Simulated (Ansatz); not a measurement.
The molecule GeH, multiplicity 2 (the spin of the measured ground state). No spin–orbit coupling. Ge is treated without relativity.

D_e counts from the fitted minimum to each atom's lowest state at the same level, without counterpoise.

Correlated levels freeze the inner cores; with def2 sets outer-core shells near the valence are correlated too.

The values were computed with Ansatz (Gaussian basis) for Hartree–Fock, density functionals and correlated methods. 

Question: What is the computed bond energy D_e (CCSD(T)/def2-TZVPP)?

Answer: 67.2 kcal/mol

Question: What bond energy D_e does B97M-V/def2-TZVPP give?

Answer: 70.9 kcal/mol

Question: What bond energy D_e does r2SCAN/def2-TZVPP give?

Answer: 68.1 kcal/mol

Ansatz is an electronic-structure program.
